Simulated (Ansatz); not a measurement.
Isolated molecules relaxed with PBE0-D4/def2-TZVP in Ansatz; ΔE leaves out vibrations. CBS: MP2 limit from def2 TZ/QZ plus the TZ coupled-cluster correction, frozen cores. DFT in def2-TZVPP. For Mg outer-core shells are correlated without core-valence functions, which leaves a few kJ/mol of doubt a bond. Each species was taken in one conformer, which may not be the lowest.

`C[SiH](S)CO` + `[CH3][Mg][Cl]` → `OC[SiH](S)Cl` + `[CH3][Mg][CH3]`  (redistribution)

`C[SiH](S)CO`:

```xyz
13

C    -1.404    1.210   -0.317
Si   -0.468   -0.254    0.358
S    -0.656   -2.000   -0.891
C     1.381    0.092    0.519
O     2.119   -1.077    0.822
H    -2.467    0.980   -0.412
H    -1.028    1.497   -1.302
H    -1.298    2.071    0.350
H    -1.029   -0.719    1.653
H    -0.211   -1.387   -2.003
H     1.750    0.578   -0.398
H     1.552    0.804    1.334
H     1.761   -1.795    0.286
```

`[CH3][Mg][Cl]`:

```xyz
6

C     0.288    0.726    0.348
Mg   -0.408   -1.029   -0.493
Cl   -1.147   -2.891   -1.386
H     1.318    0.619    0.700
H    -0.322    1.028    1.204
H     0.272    1.548   -0.373
```

`OC[SiH](S)Cl`:

Cartesian coordinates in Å:
```
O 0.277 1.542 -0.209
C -0.434 0.433 -0.727
Si 0.120 -1.108 0.203
S 0.099 -0.697 2.279
Cl 1.981 -1.653 -0.485
H 0.008 2.335 -0.679
H -0.247 0.288 -1.799
H -1.520 0.538 -0.586
H -0.788 -2.247 -0.055
H 0.503 0.569 2.057
```

`[CH3][Mg][CH3]`:

```xyz
9

C     0.031    1.562    1.385
Mg   -0.002   -0.002    0.003
C    -0.031   -1.563   -1.384
H    -0.424    1.277    2.339
H    -0.515    2.440    1.022
H     1.052    1.892    1.606
H    -0.599   -2.426   -1.019
H    -0.489   -1.259   -2.332
H     0.977   -1.921   -1.619
```

Task: Is it downhill or uphill in electronic energy at CCSD(T)/CBS, and by how much? (An estimate is asked.)

Result: Ansatz gave: Uphill: ΔE = +123.9 kJ/mol.

Task: What do these levels give: r2SCAN-D4, PBE0, HF/def2-TZVPP, SCS-MP2/def2-TZVPP, MP2/def2-QZVPP, CCSD/CBS(def2)? (Estimate.)

Result: Ansatz gave: r2SCAN-D4 131.1, PBE0 128.2, HF/def2-TZVPP 141.5, SCS-MP2/def2-TZVPP 125.7, MP2/def2-QZVPP 123.8, CCSD/CBS(def2) 126.2 kJ/mol.

Largest T1 diagnostic among the species: 0.011.

In def2-TZVPP, CCSD(T) changes the Hartree–Fock value by −15.7 kJ/mol (the triples alone add −2.3 kJ/mol) and MP2 by −17.0 kJ/mol. From PBE to PBE0 (25 % exact exchange), in def2-TZVPP and without D4, ΔE moves by +5.3 kJ/mol.
